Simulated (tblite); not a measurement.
Species: C₆H₁₀NSi (doublet state).
Bonds: C1–N2 (double), N2–Si3, Si3–C4, C4–C5 (triple), C5–C6, C6–C7, C7–C8. Hydrogens: H9, H10 on C1; H11, H12 on Si3; H13, H14 on C6; H15 on C7; H16, H17, H18 on C8.
Bond orders are those of one Lewis drawing.

Computed with GFN2-xTB (tblite), gas phase: L-BFGS steps from a force-field or distance-geometry start until the largest atomic force falls under 0.01 eV/Å.

Step 6: E = -610.3366 eV
```
atom  x, y, z in Å  |  force x, y, z in eV/Å
C1      2.9511    1.1893   -0.2406   -0.060   0.262  -0.225
N2      3.2124    0.2750    0.5636    0.060  -0.162   0.284
Si3     2.5789   -1.3467    0.3569    0.000  -0.018  -0.009
C4      0.7319   -1.2327    0.3316    0.067  -0.109   0.004
C5     -0.4720   -1.1610    0.3343   -0.097   0.001  -0.056
C6     -1.9298   -1.0483    0.2892   -0.040   0.008   0.060
C7     -2.3529    0.0760   -0.5816    0.025   0.029  -0.025
C8     -2.3711    1.4658   -0.0858   -0.030  -0.002   0.030
H9      2.3167    1.0434   -1.1157   -0.094   0.216  -0.200
H10     3.3491    2.1943   -0.1155    0.063  -0.096   0.137
H11     3.0729   -1.7997   -0.9444   -0.076  -0.168  -0.109
H12     3.0780   -2.1743    1.4463    0.000   0.092   0.114
H13    -2.2916   -0.8895    1.3104    0.035  -0.004   0.074
H14    -2.3380   -1.9936   -0.0814    0.042  -0.039  -0.009
H15    -2.4517   -0.1002   -1.6359    0.036  -0.028  -0.109
H16    -2.9495    2.1128   -0.7438    0.004  -0.034   0.018
H17    -2.7831    1.5148    0.9226   -0.048   0.009   0.039
H18    -1.3600    1.8810   -0.0220    0.112   0.043  -0.019
```

Step 7: E = -610.3466 eV
```
atom  x, y, z in Å  |  force x, y, z in eV/Å
C1      2.9485    1.1944   -0.2403   -0.061   0.121  -0.196
N2      3.1956    0.2663    0.5556    0.092   0.068   0.195
Si3     2.5700   -1.3546    0.3532    0.096  -0.013   0.008
C4      0.7290   -1.2412    0.3318    0.029  -0.116   0.002
C5     -0.4736   -1.1637    0.3348   -0.036   0.016  -0.086
C6     -1.9270   -1.0495    0.2884   -0.094   0.032   0.049
C7     -2.3548    0.0756   -0.5798    0.052   0.011  -0.079
C8     -2.3726    1.4662   -0.0868    0.034  -0.010   0.053
H9      2.3169    1.0630   -1.1229   -0.050   0.220  -0.134
H10     3.3580    2.1951   -0.1063    0.037  -0.151   0.150
H11     3.0611   -1.8108   -0.9464   -0.060  -0.187  -0.120
H12     3.0767   -2.1601    1.4562   -0.004   0.073   0.093
H13    -2.2784   -0.8864    1.3107   -0.041  -0.031   0.113
H14    -2.3275   -1.9980   -0.0828   -0.015  -0.015   0.012
H15    -2.4453   -0.1017   -1.6354    0.028  -0.017  -0.096
H16    -2.9466    2.1142   -0.7480   -0.022  -0.049   0.056
H17    -2.7763    1.5121    0.9245   -0.114   0.033   0.034
H18    -1.3626    1.8853   -0.0182    0.128   0.015  -0.053
```

Step 8: E = -610.3566 eV
```
atom  x, y, z in Å  |  force x, y, z in eV/Å
C1      2.9454    1.1991   -0.2420   -0.044  -0.018  -0.117
N2      3.1804    0.2611    0.5498    0.068   0.234   0.023
Si3     2.5634   -1.3621    0.3497    0.169   0.015   0.013
C4      0.7260   -1.2518    0.3321   -0.009  -0.114  -0.003
C5     -0.4755   -1.1660    0.3335    0.034   0.027  -0.099
C6     -1.9259   -1.0501    0.2886   -0.112   0.044   0.024
C7     -2.3555    0.0754   -0.5798    0.073  -0.002  -0.090
C8     -2.3730    1.4667   -0.0866    0.090  -0.021   0.052
H9      2.3158    1.0866   -1.1330    0.017   0.191  -0.030
H10     3.3678    2.1935   -0.0941    0.006  -0.170   0.137
H11     3.0483   -1.8256   -0.9509   -0.052  -0.183  -0.087
H12     3.0755   -2.1448    1.4680   -0.007   0.058   0.060
H13    -2.2665   -0.8839    1.3134   -0.104  -0.051   0.111
H14    -2.3175   -2.0025   -0.0838   -0.074   0.019   0.040
H15    -2.4384   -0.1036   -1.6369    0.025   0.001  -0.058
H16    -2.9441    2.1145   -0.7509   -0.038  -0.056   0.091
H17    -2.7720    1.5101    0.9270   -0.144   0.046   0.005
H18    -1.3629    1.8897   -0.0157    0.102  -0.021  -0.074
```

Step 9: E = -610.3684 eV
```
atom  x, y, z in Å  |  force x, y, z in eV/Å
C1      2.9411    1.2041   -0.2462   -0.012  -0.098  -0.010
N2      3.1650    0.2598    0.5444    0.007   0.269  -0.183
Si3     2.5598   -1.3694    0.3459    0.185   0.062   0.004
C4      0.7229   -1.2668    0.3323   -0.026  -0.100  -0.010
C5     -0.4775   -1.1679    0.3296    0.098   0.033  -0.089
C6     -1.9270   -1.0502    0.2897   -0.072   0.037  -0.001
C7     -2.3546    0.0753   -0.5814    0.083  -0.015  -0.060
C8     -2.3715    1.4671   -0.0851    0.118  -0.031   0.031
H9      2.3141    1.1181   -1.1465    0.091   0.123   0.091
H10     3.3792    2.1881   -0.0769   -0.027  -0.129   0.093
H11     3.0325   -1.8470   -0.9582   -0.047  -0.150  -0.006
H12     3.0741   -2.1262    1.4831   -0.007   0.047   0.011
H13    -2.2554   -0.8823    1.3191   -0.153  -0.065   0.056
H14    -2.3078   -2.0072   -0.0841   -0.139   0.060   0.072
H15    -2.4300   -0.1057   -1.6407    0.027   0.027   0.008
H16    -2.9422    2.1134   -0.7520   -0.040  -0.053   0.117
H17    -2.7706    1.5089    0.9300   -0.131   0.046  -0.048
H18    -1.3607    1.8942   -0.0146    0.045  -0.064  -0.076
```

Task: Estimate the geometry and energy of step 10. (The exact step hangs on the optimiser's Hessian estimate; all steps are aligned on step 9, rigid shifts and turns removed.)

Result: E = -610.3772 eV, largest force 0.304 eV/Å
```
atom  x, y, z in Å  |  force x, y, z in eV/Å
C1      2.9379    1.2076   -0.2509    0.021  -0.069   0.058
N2      3.1565    0.2629    0.5404   -0.036   0.135  -0.270
Si3     2.5617   -1.3721    0.3434    0.113   0.081  -0.016
C4      0.7215   -1.2792    0.3323   -0.006  -0.077  -0.017
C5     -0.4781   -1.1683    0.3246    0.106   0.025  -0.057
C6     -1.9295   -1.0494    0.2912    0.007   0.012  -0.010
C7     -2.3520    0.0754   -0.5839    0.073  -0.018   0.000
C8     -2.3684    1.4668   -0.0831    0.089  -0.033   0.001
H9      2.3136    1.1420   -1.1554    0.110   0.055   0.129
H10     3.3863    2.1813   -0.0629   -0.031  -0.024   0.047
H11     3.0211   -1.8651   -0.9641   -0.042  -0.108   0.071
H12     3.0731   -2.1130    1.4938   -0.001   0.046  -0.023
H13    -2.2517   -0.8829    1.3245   -0.155  -0.061  -0.020
H14    -2.3047   -2.0091   -0.0828   -0.171   0.081   0.085
H15    -2.4241   -0.1068   -1.6443    0.031   0.043   0.053
H16    -2.9418    2.1111   -0.7498   -0.030  -0.037   0.109
H17    -2.7732    1.5092    0.9311   -0.079   0.030  -0.084
H18    -1.3570    1.8960   -0.0158    0.000  -0.082  -0.055
```

The energy changes by -0.0087 eV. The first-order estimate −F·Δx gives -0.0124 eV and the mean of the old and new forces, exact on a quadratic surface, -0.0087 eV. The step makes an angle of 66° with the force vector and moves no atom by more than 0.025 Å.

What follows is the cost of the whole relaxation. Hardware: one thread, Arm Neoverse N1 (aarch64), no GPU, on a shared host. Cost: 1.3 s.
